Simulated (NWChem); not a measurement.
System: CH$_{3}$Cl$_{2}$Ga; SMILES [CH3][Ga]([Cl])[Cl]

NWChem input:

```
start job
memory heap 200 mb stack 900 mb global 1100 mb
geometry units angstroms noautosym nocenter noautoz
  Ga     0.317450    -0.000553     0.004887
  Cl    -0.852334    -1.800724    -0.005511
  Cl    -0.855647     1.797666    -0.005095
  C      2.260380     0.005397     0.005062
  H      2.637007     0.824841     0.633232
  H      2.615330     0.166726    -1.024508
  H      2.648818    -0.956071     0.367283
end
basis spherical
  * library pcsseg-1
end
dft
  xc kt2
  iterations 150
end
property
  shielding
end
task dft property
```

Excerpt of the output:

```
             Northwest Computational Chemistry Package (NWChem) 7.3.0
             --------------------------------------------------------

                             Geometry "geometry" -> ""
                             -------------------------

 Output coordinates in angstroms (scale by  1.889725989 to convert to a.u.)

  No.       Tag          Charge          X              Y              Z
 ---- ---------------- ---------- -------------- -------------- --------------
    1 Ga                  31.0000     0.31745000    -0.00055300     0.00488700
    2 Cl                  17.0000    -0.85233400    -1.80072400    -0.00551100
    3 Cl                  17.0000    -0.85564700     1.79766600    -0.00509500
    4 C                    6.0000     2.26038000     0.00539700     0.00506200
    5 H                    1.0000     2.63700700     0.82484100     0.63323200
    6 H                    1.0000     2.61533000     0.16672600    -1.02450800
    7 H                    1.0000     2.64881800    -0.95607100     0.36728300

 Effective nuclear repulsion energy (a.u.)     425.3410881420

                              NWChem Property Module
                              ----------------------

  itol2e modified to match energy
  convergence criterion.

                                 NWChem DFT Module
                                 -----------------

 Summary of "ao basis" -> "ao basis" (spherical)
 ------------------------------------------------------------------------------
       Tag                 Description            Shells   Functions and Types
 ---------------- ------------------------------  ------  ---------------------
 Ga                         pcsseg-1                15       41   5s7p3d
 Cl                         pcsseg-1                10       24   4s5p1d
 C                          pcsseg-1                 7       17   3s3p1d
 H                          pcsseg-1                 3        5   2s1p

  itol2e modified to match energy
  convergence criterion.

            General Information
            -------------------
          SCF calculation type: DFT
          Wavefunction type:  closed shell.
          No. of atoms     :     7
          No. of electrons :    74
           Alpha electrons :    37
            Beta electrons :    37
          Charge           :     0
          Spin multiplicity:     1
          Use of symmetry is: off; symmetry adaption is: off
          Maximum number of iterations: 150
          AO basis - number of functions:   121
                     number of shells:    51
          Convergence on energy requested:  1.00D-07
          Convergence on density requested:  1.00D-05
          Convergence on gradient requested:  5.00D-04

              XC Information
              --------------
                          KT2 Method XC Functional
                        Slater Exchange Functional  1.072 local
                           KT1 gradient correction  1.000 non-local
            Perdew 1991 LDA Correlation Functional  0.577 local

             Grid Information
             ----------------
          Grid used for XC integration:  fine
          Radial quadrature: Mura-Knowles
          Angular quadrature: Lebedev.
          Tag              B.-S. Rad. Rad. Pts. Rad. Cut. Ang. Pts.
          ---              ---------- --------- --------- ---------
          Ga                  1.30      140          10.0       974
          Cl                  1.00      123          12.0       770
          C                   0.70       70          10.0       590
          H                   0.35       60          11.0       590
          Grid pruning is: on
          Number of quadrature shells:   636
          Spatial weights used:  Erf1

      Superposition of Atomic Density Guess
      -------------------------------------

 Sum of atomic energies:       -2881.02542765

      Non-variational initial energy
      ------------------------------

 Total energy =   -2882.185607
 1-e energy   =   -4855.600050
 2-e energy   =    1548.073355
 HOMO         =      -0.378754
 LUMO         =      -0.010280

   convergence    iter        energy       DeltaE   RMS-Dens  Diis-err
 ---------------- ----- ----------------- --------- --------- ---------
 d= 0,ls=0.0,diis     1  -2900.5934144831 -3.33D+03  1.20D-02  3.30D+00
 d= 0,ls=0.0,diis     2  -2900.5326340383  6.08D-02  1.18D-02  1.18D+00
 d= 0,ls=0.0,diis     3  -2900.5636693966 -3.10D-02  4.62D-03  1.15D+00
 d= 0,ls=0.0,diis     4  -2900.6712278145 -1.08D-01  1.04D-03  1.50D-02
 d= 0,ls=0.0,diis     5  -2900.6734234504 -2.20D-03  2.28D-04  1.97D-03
  Resetting Diis
 d= 0,ls=0.0,diis     6  -2900.6736110079 -1.88D-04  7.67D-05  8.94D-05
 d= 0,ls=0.0,diis     7  -2900.6736208593 -9.85D-06  7.41D-05  2.48D-05
 d= 0,ls=0.0,diis     8  -2900.6736137880  7.07D-06  5.01D-05  7.98D-05
 d= 0,ls=0.0,diis     9  -2900.6736237893 -1.00D-05  2.84D-06  1.24D-07
 d= 0,ls=0.0,diis    10  -2900.6736238034 -1.41D-08  7.84D-07  3.28D-08

         Total DFT energy =    -2900.673623803363
      One electron energy =    -4860.404546327121
           Coulomb energy =     1688.532038078627
    Exchange-Corr. energy =     -154.142203696898
 Nuclear repulsion energy =      425.341088142031

 Numeric. integr. density =       73.999999935194

                       DFT Final Molecular Orbital Analysis
                       ------------------------------------

 Vector   35  Occ=2.000000D+00  E=-2.904980D-01
              MO Center= -8.2D-01,  1.5D-02, -5.4D-03, r^2= 4.3D+00
   Bfn.  Coefficient  Atom+Function         Bfn.  Coefficient  Atom+Function
  ----- ------------  ---------------      ----- ------------  ---------------
    81     -0.408315  3 Cl pz                57      0.404583  2 Cl pz
    84     -0.341040  3 Cl pz                60      0.337860  2 Cl pz
    72      0.107058  3 Cl pz                48     -0.106074  2 Cl pz
    75      0.105427  3 Cl pz                51     -0.104459  2 Cl pz
    28      0.071638  1 Ga d -1              78     -0.056129  3 Cl pz

 Vector   36  Occ=2.000000D+00  E=-2.814728D-01
              MO Center= -7.2D-02, -1.9D-01, -1.3D-03, r^2= 5.1D+00
   Bfn.  Coefficient  Atom+Function         Bfn.  Coefficient  Atom+Function
  ----- ------------  ---------------      ----- ------------  ---------------
    55      0.371774  2 Cl px                79      0.324301  3 Cl px
    58      0.308307  2 Cl px                82      0.268318  3 Cl px
    96      0.204406  4 C  px                99      0.196608  4 C  px
    31      0.127887  1 Ga d  2              92     -0.112148  4 C  s
    21     -0.109613  1 Ga px                 4     -0.104671  1 Ga s

 Vector   37  Occ=2.000000D+00  E=-2.813836D-01
              MO Center= -8.0D-01,  1.9D-01, -4.1D-03, r^2= 4.4D+00
   Bfn.  Coefficient  Atom+Function         Bfn.  Coefficient  Atom+Function
  ----- ------------  ---------------      ----- ------------  ---------------
    79      0.315827  3 Cl px                80      0.300281  3 Cl py
    56      0.293468  2 Cl py                82      0.264658  3 Cl px
    55     -0.259770  2 Cl px                83      0.246022  3 Cl py
    59      0.240649  2 Cl py                58     -0.218681  2 Cl px
    70     -0.082525  3 Cl px                73     -0.081229  3 Cl px

 Vector   38  Occ=0.000000D+00  E=-8.040658D-02
              MO Center=  2.7D-01, -6.9D-03,  1.2D-01, r^2= 3.8D+00
   Bfn.  Coefficient  Atom+Function         Bfn.  Coefficient  Atom+Function
  ----- ------------  ---------------      ----- ------------  ---------------
    26      0.795169  1 Ga pz                23      0.428481  1 Ga pz
    60     -0.241031  2 Cl pz                84     -0.239199  3 Cl pz
   113      0.230108  6 H  s                 57     -0.173714  2 Cl pz
    81     -0.171556  3 Cl pz               112      0.140099  6 H  s
    17     -0.135792  1 Ga pz               108     -0.134349  5 H  s

 Vector   39  Occ=0.000000D+00  E=-7.074689D-02
              MO Center=  3.0D-01,  9.2D-04, -1.3D-01, r^2= 4.7D+00
   Bfn.  Coefficient  Atom+Function         Bfn.  Coefficient  Atom+Function
  ----- ------------  ---------------      ----- ------------  ---------------
     5      1.004224  1 Ga s                 92     -0.578833  4 C  s
     4      0.528698  1 Ga s                  3     -0.367306  1 Ga s
    59     -0.313814  2 Cl py                83      0.309750  3 Cl py
    99      0.305908  4 C  px                45     -0.278929  2 Cl s
    69     -0.271156  3 Cl s                 56     -0.210037  2 Cl py

 Vector   40  Occ=0.000000D+00  E= 2.483454D-02
              MO Center=  1.9D+00,  4.7D-02, -1.5D-02, r^2= 5.9D+00
   Bfn.  Coefficient  Atom+Function         Bfn.  Coefficient  Atom+Function
  ----- ------------  ---------------      ----- ------------  ---------------
    92      1.571629  4 C  s                118     -0.710575  7 H  s
   113     -0.685848  6 H  s                108     -0.639174  5 H  s
     4      0.528546  1 Ga s                 24     -0.480973  1 Ga px
    99      0.291124  4 C  px                 3     -0.190416  1 Ga s
    91      0.190643  4 C  s                 59     -0.189149  2 Cl py

     Multipole analysis of the density
     ---------------------------------

     L   x y z        total         alpha         beta         nuclear
     -   - - -        -----         -----         ----         -------
     0   0 0 0     -0.000000    -37.000000    -37.000000     74.000000

[...]

          -----------------------------------------
          Chemical Shielding Tensors (GIAO, in ppm)
          -----------------------------------------

                                NWChem CPHF Module
                                ------------------

  scftype          =     RHF
  nclosed          =       37
  nopen            =        0
  variables        =     3108
  # of vectors     =        3
  tolerance        = 0.10D-03
  level shift      = 0.00D+00
  max iterations   =       50
  max subspace     =       30

 SCF residual:    3.2882699669812540E-005

Iterative solution of linear equations
  No. of variables     3108
  No. of equations        3
  Maximum subspace       30
        Iterations       50
       Convergence  1.0D-04

   iter   nsub   residual    time
   ----  ------  --------  ---------
     1      3    2.57D-05      66.7

      Atom:    1  Ga
        Diamagnetic
   2645.7718      0.0163      0.0346
      0.0163   2646.5827      0.0026
      0.0346      0.0026   2641.7789

        Paramagnetic
  -1157.1328      2.4098     -2.1733
      2.4098  -1454.4067     -0.0578
     -2.1733     -0.0578  -1533.9219

        Total Shielding Tensor
   1488.6390      2.4260     -2.1387
      2.4260   1192.1760     -0.0551
     -2.1387     -0.0551   1107.8570

           isotropic =    1262.8907
          anisotropy =     338.6703

          Principal Components and Axis System
                 1           2           3
             1488.6709   1192.1562   1107.8450

      1         1.0000     -0.0082      0.0056
      2         0.0082      1.0000      0.0005
      3        -0.0056     -0.0004      1.0000

      Atom:    2  Cl
        Diamagnetic
   1149.7504      4.8404      0.0403
      4.8404   1155.3192      0.0406
      0.0403      0.0406   1146.2715

        Paramagnetic
   -444.7161    190.9539      1.8807
    190.9539   -341.7896      3.5511
      1.8807      3.5511   -318.7305

        Total Shielding Tensor
    705.0342    195.7943      1.9210
    195.7943    813.5296      3.5917
      1.9210      3.5917    827.5409

           isotropic =     782.0349
          anisotropy =     270.8058

          Principal Components and Axis System
                 1           2           3
              962.5721    827.4227    556.1100

      1         0.6051     -0.0199      0.7959
      2         0.7956     -0.0223     -0.6054
      3         0.0298      0.9996      0.0024

      Atom:    3  Cl
        Diamagnetic
   1149.8015     -4.8721      0.0392
     -4.8721   1155.2909     -0.0366
      0.0392     -0.0366   1146.2906

        Paramagnetic
   -443.6293   -189.4854      1.9067
   -189.4854   -338.4330     -3.4943
      1.9067     -3.4943   -311.8756

        Total Shielding Tensor
    706.1722   -194.3575      1.9459
   -194.3575    816.8580     -3.5309
      1.9459     -3.5309    834.4150

           isotropic =     785.8151
          anisotropy =     266.8597

          Principal Components and Axis System
                 1           2           3
              963.7215    834.2930    559.4306

      1        -0.6022     -0.0203      0.7981
      2         0.7977      0.0234      0.6026
      3        -0.0308      0.9995      0.0021

      Atom:    4  C
        Diamagnetic
    263.8597     -0.1116      0.3208
     -0.1116    252.3382      0.0129
      0.3208      0.0129    250.7056

        Paramagnetic
    -66.8524     -1.5004      3.1499
     -1.5004    -81.9656      0.0527
      3.1499      0.0527    -81.1662

        Total Shielding Tensor
    197.0072     -1.6120      3.4707
     -1.6120    170.3726      0.0657
      3.4707      0.0657    169.5394

           isotropic =     178.9731
          anisotropy =      27.8388

          Principal Components and Axis System
                 1           2           3
              197.5323    170.3360    169.0510

      1         0.9907      0.0310     -0.1324
      2        -0.0585      0.9760     -0.2096
      3         0.1227      0.2154      0.9688

      Atom:    5  H
        Diamagnetic
     31.8499      5.7549      4.9463
      5.7549     30.8396      6.6503
      4.9463      6.6503     26.7000

        Paramagnetic
      0.5091     -1.9612     -1.5961
     -1.9612      0.0084     -2.7208
     -1.5961     -2.7208      1.3662

        Total Shielding Tensor
     32.3589      3.7937      3.3502
      3.7937     30.8480      3.9295
      3.3502      3.9295     28.0662

           isotropic =      30.4244
          anisotropy =      11.4741

          Principal Components and Axis System
                 1           2           3
               38.0738     27.9828     25.2165

      1         0.6621     -0.7380     -0.1306
      2         0.5952      0.6237     -0.5066
      3         0.4554      0.2577      0.8522

      Atom:    6  H
        Diamagnetic
     31.2982      1.0966     -7.7196
      1.0966     22.4825     -2.1450
     -7.7196     -2.1450     35.3347

        Paramagnetic
      0.6457     -0.3956      2.5892
     -0.3956      3.5253      0.8956
      2.5892      0.8956     -2.1781

        Total Shielding Tensor
     31.9439      0.7011     -5.1304
      0.7011     26.0079     -1.2494
     -5.1304     -1.2494     33.1566

           isotropic =      30.3695
          anisotropy =      11.2680

          Principal Components and Axis System
                 1           2           3
               37.8815     27.4418     25.7851

      1        -0.6572      0.7510      0.0635
      2        -0.1172     -0.1850      0.9757
      3         0.7446      0.6338      0.2096

      Atom:    7  H
        Diamagnetic
     32.1417     -6.8935      2.9303
     -6.8935     34.0949     -4.4989
      2.9303     -4.4989     23.2465

        Paramagnetic
      0.4401      2.2912     -0.9284
      2.2912     -1.2971      1.8255
     -0.9284      1.8255      2.7617

        Total Shielding Tensor
     32.5818     -4.6023      2.0019
     -4.6023     32.7978     -2.6734
      2.0019     -2.6734     26.0082

           isotropic =      30.4626
          anisotropy =      11.5978

          Principal Components and Axis System
                 1           2           3
               38.1945     28.1433     25.0500

      1        -0.6661      0.7413     -0.0825
      2         0.6981      0.6586      0.2809
      3        -0.2626     -0.1295      0.9562
```

Level: KT2/pcSseg-1, GIAO. All runs use the structure optimised with PBE0/def2-SVP. The printed shielding anisotropy is the first printed principal value minus the mean of the other two.
